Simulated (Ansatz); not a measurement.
Total energies of C2H9AlO, SMILES `C[O+](C)[AlH3-]`.

Cartesian coordinates in Å:
```
C -0.5449 -0.7465 1.1347
O -0.3167 0.1867 0.0823
C -0.8473 -0.2387 -1.1700
Al 1.4407 1.1009 0.0543
H -0.1207 -0.3132 2.0383
H -1.6200 -0.8955 1.2564
H -0.0542 -1.6975 0.9090
H -1.9257 -0.3822 -1.0734
H -0.3686 -1.1697 -1.4862
H -0.6359 0.5518 -1.8872
H 1.4824 1.5832 1.5784
H 1.1367 2.1655 -1.0997
H 2.3742 -0.1449 -0.3369
```

Charge 0, multiplicity 1. The structure was optimised at the PBE0-D4/def2-TZVP level. Basis def2-TZVPP, the Gaussian-basis code of Ansatz.

RPA on PBE orbitals: Hartree–Fock energy of these orbitals -397.75790 Eh, correlation -1.21407 Eh (frozen core).

| functional | kind | energy without D4 (Eh) | D4 term (kJ/mol) |
| --- | --- | --- | --- |
| CAM-B3LYP | range-separated hybrid | -399.26102 | -18.8 |
| PBE-QIDH | double hybrid | -398.91700 | – |

**Question.** Give the same for LDA (SPW92), PBE, revPBE, BLYP, r2SCAN, B97M-V, PBE0, B3LYP, r2SCANh, r2SCAN0, HSE06 (plane-wave form), BHLYP, LC-ωPBE, ωB97X-V, ωB97M-V, B2PLYP. (Estimate.)

**Answer.** Computed: 
```tsv
functional	kind	energy without D4 (Eh)	D4 term (kJ/mol)
LDA (SPW92)	LDA	-396.92595	–
PBE	GGA	-398.97605	-22.2
revPBE	GGA	-399.21330	-72.2
BLYP	GGA	-399.25547	-49.1
r2SCAN	meta-GGA	-399.20454	-5.7
B97M-V	meta-GGA with VV10	-399.25522	–
PBE0	global hybrid, 25 % exact exchange	-399.02147	-18.7
B3LYP	global hybrid, 20 %	-399.36249	-35.5
r2SCANh	meta-GGA hybrid, 10 %	-399.19589	-5.9
r2SCAN0	meta-GGA hybrid, 25 %	-399.18384	-6.5
HSE06 (plane-wave form)	screened hybrid	-399.00602	-17.3
BHLYP	global hybrid, 50 %	-399.23800	-25.7
LC-ωPBE	long-range corrected hybrid	-399.15692	–
ωB97X-V	range-separated hybrid GGA with VV10	-399.23994	–
ωB97M-V	range-separated hybrid meta-GGA with VV10	-399.22076	–
B2PLYP	double hybrid	-399.07609	–
```

B3LYP takes the VWN-RPA correlation (the form of Gaussian; ORCA's B3LYP/G). HSE06 is the plane-wave form, built on full-range PBE exchange. The double hybrids freeze the cores in their second-order part.

LC-ωPBE has ω = 0.4 bohr⁻¹.
